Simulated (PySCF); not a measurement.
**Electron correlation in O (oxygen, neutral)**

[He] 2s2 2p4, high-spin 3P determinant. Calculation: PySCF 2.14, in x2c-TZVPPall with one added diffuse shell each of s, p, d type (6s4p3d1f, 40 functions); the spin-free X2C one-electron Hamiltonian (Gaussian nucleus). Frozen: nothing; 8 electrons correlated.

```csv
level,correlation energy (mhartree)
CCSD,-178.05
(T),-3.19
CCSD(T),-181.24
```

Diagnostics: T1 = 0.0067, D1 = 0.0126, largest double amplitude 0.035.

Cost of the coupled-cluster step: of the order of 1.3 core-seconds, for 8 correlated electrons.

This basis was not built for core-valence correlation, so the inner-shell part is incomplete.
